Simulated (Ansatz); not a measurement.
`[AlH2][CH2]OCS`, charge 0, multiplicity 1.

(1) Give a relaxed structure at PBE0-D4/def2-TZVP (Ansatz 0.2.0). (An estimate is asked.)

## Answers

(1) Ansatz gave: 
Z-matrix (Å, degrees):
```
C
O 1 1.419
Al 1 1.969 2 111.2
H 1 1.103 2 110.1 3 121.1
H 1 1.104 2 110.2 3 -123.3
C 2 1.388 1 114.3 3 -177.0
H 3 1.584 1 121.7 2 5.6
H 3 1.589 1 117.1 2 -175.1
S 6 1.822 2 115.3 1 69.4
H 6 1.089 2 107.3 1 -169.1
H 6 1.098 2 111.6 1 -49.5
H 9 1.342 6 96.0 2 69.9
```
This is one stationary point; other conformers may exist.
